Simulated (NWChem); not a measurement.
Species: C2H8Sn; SMILES [CH3][SnH2][CH3]

```xyz
11

Sn     0.0000     0.0000     0.3067
C     -1.7676     0.0000    -0.9253
C      1.7676     0.0000    -0.9253
H      0.0000     1.3948     1.3138
H      0.0000    -1.3948     1.3138
H     -1.7823    -0.8938    -1.5653
H     -2.6704     0.0000    -0.2984
H     -1.7823     0.8938    -1.5653
H      2.6704     0.0000    -0.2984
H      1.7823    -0.8938    -1.5653
H      1.7823     0.8938    -1.5653
```
Atoms are numbered in this order, from 1.

Computed with NWChem. Medium grid unless said otherwise, to which SCAN and Minnesota functionals are sensitive. All runs use the structure optimised with PBE0/def2-SVP. def2 effective core potentials on Sn; no spin-orbit coupling. Total energies of different functionals are on different scales.

| level | energy (Ha) | highest occupied level (eV) | orbital gap (eV) | dipole (D) |
|---|---|---|---|---|
| B3LYP/def2-SVP | -295.3151 | -7.75 | 8.59 | 0.80 |
| PBE/def2-SVP | -295.1028 | -6.80 | 7.09 | 0.83 |
| M06-L/def2-SVP | -295.3816 | -6.95 | 7.86 | 0.71 |
| N12/def2-SVP | -295.7672 | -6.62 | 7.08 | 0.78 |
| M06/def2-SVP | -295.2447 | -7.92 | 8.98 | 0.67 |
| TPSSh/def2-SVP | -295.1818 | -7.36 | 8.16 | 0.84 |
| BHandHLYP/def2-SVP | -295.1074 | [?] | [?] | 0.75 |
| MN15-L/def2-SVP | -294.4039 | -7.24 | 7.86 | 0.80 |

Question: Fill in the missing entries.

Answer: 
- BHandHLYP/def2-SVP, highest occupied level (eV): -9.07
- BHandHLYP/def2-SVP, orbital gap (eV): 10.85
